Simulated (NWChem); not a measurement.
The numbers come from NWChem runs, not from measurements. System: GeS, charge 0, spin multiplicity 1, displaced from the optimised geometry. The structure started from a generated list of species. Level: CR-CCSD(T)/def2-SVP, 14 core orbitals frozen, spin-restricted.

The NWChem input:

```
start mol
memory heap 100 mb stack 700 mb global 1900 mb
geometry units angstroms nocenter noautoz noautosym
  Ge     0.000000     0.000000     0.511237
  S      0.000000     0.000000    -1.345359
end
basis spherical
  * library def2-svp
end
scf
  rhf
  nopen 0
  maxiter 100
  thresh 1e-7
  semidirect memsize 60000000 filesize 0
end
tce
  freeze core 14
  cr-ccsd(t)
  2eorb
  2emet 13
  thresh 1e-6
  maxiter 100
  tilesize 24
end
task tce energy
```

Part of the output:

```
             Northwest Computational Chemistry Package (NWChem) 7.3.0
             --------------------------------------------------------

                                NWChem Input Module
                                -------------------

 Scaling coordinates for geometry "geometry" by  1.889725989
 (inverse scale =  0.529177249)

                             Geometry "geometry" -> ""
                             -------------------------

 Output coordinates in angstroms (scale by  1.889725989 to convert to a.u.)

  No.       Tag          Charge          X              Y              Z
 ---- ---------------- ---------- -------------- -------------- --------------
    1 Ge                  32.0000     0.00000000     0.00000000     0.51123700
    2 S                   16.0000     0.00000000     0.00000000    -1.34535900

 Effective nuclear repulsion energy (a.u.)     145.9330686309

            Nuclear Dipole moment (a.u.)
            ----------------------------
        X                 Y               Z
 ---------------- ---------------- ----------------
     0.0000000000     0.0000000000    -9.7626268132


 Summary of "ao basis" -> "" (spherical)
 ------------------------------------------------------------------------------
       Tag                 Description            Shells   Functions and Types
 ---------------- ------------------------------  ------  ---------------------
 *                          def2-svp                  on all atoms

 Summary of "ao basis" -> "ao basis" (spherical)
 ------------------------------------------------------------------------------
       Tag                 Description            Shells   Functions and Types
 ---------------- ------------------------------  ------  ---------------------
 Ge                         def2-svp                12       32   5s4p3d
 S                          def2-svp                 8       18   4s3p1d

                                 NWChem SCF Module
                                 -----------------

  ao basis        = "ao basis"
  functions       =    50
  atoms           =     2
  closed shells   =    24
  open shells     =     0
  charge          =   0.00
  wavefunction    = RHF
  use symmetry    = F
  symmetry adapt  = F

 Summary of "ao basis" -> "ao basis" (spherical)
 ------------------------------------------------------------------------------
       Tag                 Description            Shells   Functions and Types
 ---------------- ------------------------------  ------  ---------------------
 Ge                         def2-svp                12       32   5s4p3d
 S                          def2-svp                 8       18   4s3p1d

 Forming initial guess at       0.0s

      Superposition of Atomic Density Guess
      -------------------------------------

 Sum of atomic energies:       -2472.39080882

      Non-variational initial energy
      ------------------------------

 Total energy =   -2472.846208
 1-e energy   =   -3734.985037
 2-e energy   =    1116.205761
 HOMO         =      -0.273584
 LUMO         =      -0.020793

 Starting SCF solution at       0.4s

 ----------------------------------------------
         Quadratically convergent ROHF

 Convergence threshold     :          1.000E-07
 Maximum no. of iterations :          100
 Final Fock-matrix accuracy:          1.000E-09
 ----------------------------------------------

              iter       energy          gnorm     gmax       time
             ----- ------------------- --------- --------- --------
                 1    -2472.4947524667  5.52D-01  2.14D-01      0.4
                 2    -2472.5245708262  1.38D-01  4.54D-02      0.4
                 3    -2472.5266644059  7.85D-03  3.66D-03      0.4
                 4    -2472.5266708634  4.68D-05  1.81D-05      0.4
                 5    -2472.5266708639  2.84D-09  8.78D-10      0.4

       Final RHF  results
       ------------------

         Total SCF energy =  -2472.526670863901
      One-electron energy =  -3735.681335438604
      Two-electron energy =   1117.221595943809
 Nuclear repulsion energy =    145.933068630895

        Time for solution =      0.0s

             Final eigenvalues
             -----------------

              1
    1 -405.2210
    2  -91.8983
    3  -52.1515
    4  -46.2516
    5  -46.2516
    6  -46.2495
    7   -8.9416
    8   -7.2106
    9   -6.6289
   10   -6.6259
   11   -6.6259
   12   -5.1858
   13   -5.1858
   14   -5.1835
   15   -1.6599
   16   -1.6599
   17   -1.6592
   18   -1.6557
   19   -1.6557
   20   -0.9633
   21   -0.5766
   22   -0.3995
   23   -0.3995
   24   -0.3780
   25    0.0454
   26    0.0454
   27    0.1881
   28    0.2685
   29    0.4674
   30    0.4674
   31    0.4963
   32    0.5329
   33    0.5329
   34    0.5839

                       ROHF Final Molecular Orbital Analysis
                       -------------------------------------

 Vector   22  Occ=2.000000D+00  E=-3.995144D-01
              MO Center= -8.2D-16, -6.5D-16, -9.4D-01, r^2= 1.9D+00
   Bfn.  Coefficient  Atom+Function         Bfn.  Coefficient  Atom+Function
  ----- ------------  ---------------      ----- ------------  ---------------
    44      0.507245  2 S  py                41      0.363031  2 S  py
    38      0.209321  2 S  py                13      0.194082  1 Ge py
    16      0.188771  1 Ge py                43     -0.167628  2 S  px

 Vector   23  Occ=2.000000D+00  E=-3.995144D-01
              MO Center= -3.8D-15, -1.9D-15, -9.4D-01, r^2= 1.9D+00
   Bfn.  Coefficient  Atom+Function         Bfn.  Coefficient  Atom+Function
  ----- ------------  ---------------      ----- ------------  ---------------
    43      0.507245  2 S  px                40      0.363031  2 S  px
    37      0.209321  2 S  px                12      0.194082  1 Ge px
    15      0.188771  1 Ge px                44      0.167628  2 S  py

 Vector   24  Occ=2.000000D+00  E=-3.779933D-01
              MO Center= -2.6D-15,  8.2D-15,  2.4D-01, r^2= 3.1D+00
   Bfn.  Coefficient  Atom+Function         Bfn.  Coefficient  Atom+Function
  ----- ------------  ---------------      ----- ------------  ---------------
    14      0.373842  1 Ge pz                45     -0.370818  2 S  pz
     5      0.353154  1 Ge s                  4      0.345727  1 Ge s
    42     -0.301641  2 S  pz                17      0.249448  1 Ge pz
    11     -0.215334  1 Ge pz                 3     -0.210883  1 Ge s
    39     -0.171850  2 S  pz

 Vector   25  Occ=0.000000D+00  E= 4.540397D-02
              MO Center=  1.0D-15, -6.7D-15,  2.5D-01, r^2= 3.6D+00
   Bfn.  Coefficient  Atom+Function         Bfn.  Coefficient  Atom+Function
  ----- ------------  ---------------      ----- ------------  ---------------
    16      0.803562  1 Ge py                44     -0.534787  2 S  py
    13      0.312579  1 Ge py                10     -0.197188  1 Ge py
    41     -0.194381  2 S  py

 Vector   26  Occ=0.000000D+00  E= 4.540397D-02
              MO Center=  3.4D-15, -5.7D-16,  2.5D-01, r^2= 3.6D+00
   Bfn.  Coefficient  Atom+Function         Bfn.  Coefficient  Atom+Function
  ----- ------------  ---------------      ----- ------------  ---------------
    15      0.803562  1 Ge px                43     -0.534787  2 S  px
    12      0.312579  1 Ge px                 9     -0.197188  1 Ge px
    40     -0.194381  2 S  px

 Vector   27  Occ=0.000000D+00  E= 1.881379D-01
              MO Center=  2.0D-15,  1.3D-15,  2.2D-01, r^2= 4.9D+00
   Bfn.  Coefficient  Atom+Function         Bfn.  Coefficient  Atom+Function
  ----- ------------  ---------------      ----- ------------  ---------------
     5      1.965268  1 Ge s                 17     -1.794587  1 Ge pz
    36     -1.799263  2 S  s                 45     -0.873610  2 S  pz
     4     -0.473969  1 Ge s                 34      0.164161  2 S  s

 center of mass
 --------------
 x =   0.00000000 y =   0.00000000 z =  -0.09319435

 moments of inertia (a.u.)
 ------------------
         274.729400248543           0.000000000000           0.000000000000
           0.000000000000         274.729400248543           0.000000000000
           0.000000000000           0.000000000000           0.000000000000

  Mulliken analysis of the total density
  --------------------------------------

    Atom       Charge   Shell Charges
 -----------   ------   -------------------------------------------------------
    1 Ge  32    31.72   2.00  2.00  2.00  1.30  0.52  6.00  5.98  1.00  0.78  8.15  1.80  0.20
    2 S   16    16.28   2.00  1.99  1.19  0.68  5.94  1.76  2.68  0.05

       Multipole analysis of the density wrt the origin
       ------------------------------------------------

     L   x y z        total         open         nuclear
     -   - - -        -----         ----         -------
     0   0 0 0     -0.000000      0.000000     48.000000

     1   1 0 0      0.000000      0.000000      0.000000
     1   0 1 0     -0.000000      0.000000      0.000000
     1   0 0 1      0.639322      0.000000     -9.762627

     2   2 0 0    -21.596124      0.000000      0.000000
     2   1 1 0     -0.000000      0.000000      0.000000
     2   1 0 1      0.000000      0.000000      0.000000
     2   0 2 0    -21.596124      0.000000      0.000000
     2   0 1 1     -0.000000      0.000000      0.000000
     2   0 0 2    -24.845156      0.000000    133.284541

                   NWChem Extensible Many-Electron Theory Module
                   ---------------------------------------------


            General Information
            -------------------
      Number of processors :     1
         Wavefunction type : Restricted Hartree-Fock
          No. of electrons :    48
           Alpha electrons :    24
            Beta electrons :    24
           No. of orbitals :   100
            Alpha orbitals :    50
             Beta orbitals :    50
        Alpha frozen cores :    14
         Beta frozen cores :    14
     Alpha frozen virtuals :     0
      Beta frozen virtuals :     0
         Spin multiplicity : singlet
    Number of AO functions :    50
       Number of AO shells :    20
        Use of symmetry is : off
      Symmetry adaption is : off
         Schwarz screening : 0.10D-09

          Correlation Information
          -----------------------
          Calculation type : Coupled-cluster singles & doubles w/ perturbation
   Perturbative correction : Completely renormalized (T)
            Max iterations :      100
        Residual threshold : 0.10D-05
     T(0) DIIS level shift : 0.00D+00
     L(0) DIIS level shift : 0.00D+00
     T(1) DIIS level shift : 0.00D+00
     L(1) DIIS level shift : 0.00D+00
     T(R) DIIS level shift : 0.00D+00
     T(I) DIIS level shift : 0.00D+00
   CC-T/L Amplitude update :  5-th order DIIS
                I/O scheme : Global Array Library
        L-threshold :  0.10D-05
        EOM-threshold :  0.10D-05
 no EOMCCSD initial starts read in
 TCE RESTART OPTIONS
 SLICE:      F
 D4D5:       F
 quantumc:   F
 qrotation:  F
 pwtce:      F
 qducc:      F
 nacto:                         0
 nrotv:                         0
 nrot:                          0

            Memory Information
            ------------------
          Available GA space size is     249034300 doubles
          Available MA space size is     104853700 doubles

 Maximum block size supplied by input
 Maximum block size        24 doubles

 tile_dim =     13

 -------------------------------------------------

 Global array virtual files algorithm will be used

 Parallel file system coherency ......... OK

 4-electron integrals stored in orbital form

 v2    file size   =           440586
 4-index algorithm nr.  13 is used
 imaxsize =       30
 imaxsize ichop =        0


CCSD iterations
 ---------------------------------------------------------
 Iter          Residuum       Correlation     Cpu    Wall
 ---------------------------------------------------------
    1   0.1399530691774  -0.3273682052069     0.1     0.1
    2   0.0333071300856  -0.3277955472701     0.1     0.1
    3   0.0114716520037  -0.3345858225963     0.1     0.1
    4   0.0049977225179  -0.3353283962553     0.1     0.1
    5   0.0022503082286  -0.3360302537368     0.1     0.1
    6   0.0006919450468  -0.3363392329353     0.1     0.1
    7   0.0003789153979  -0.3363521707625     0.1     0.1
    8   0.0001816025322  -0.3363630859234     0.1     0.1
    9   0.0001153980803  -0.3363632118124     0.1     0.1
   10   0.0000620358983  -0.3363675980810     0.1     0.1
   11   0.0000079400214  -0.3363711901137     0.1     0.1
   12   0.0000030586459  -0.3363716178375     0.1     0.1
   13   0.0000012829203  -0.3363719056107     0.1     0.1
   14   0.0000007042386  -0.3363719516620     0.1     0.1
 -----------------------------------------------------------------
 Iterations converged
 CCSD correlation energy / hartree =        -0.336371951661960
 CCSD total energy / hartree       =     -2472.863042815562494

 Singles contributions

 Doubles contributions
 CR-CCSD(T)

 CR-CCSD[T]  correction energy / hartree =        -0.011615100644667
 CR-CCSD[T] correlation energy / hartree =        -0.347987052306627
 CR-CCSD[T] total energy / hartree       =     -2472.874657916207070
 CR-CCSD(T)  correction energy / hartree =        -0.010604043160227
 CR-CCSD(T) correlation energy / hartree =        -0.346975994822187
 CR-CCSD(T) total energy / hartree       =     -2472.873646858722623

 Task  times  cpu:        7.2s     wall:        7.2s

 Total times  cpu:        7.2s     wall:        7.2s
```
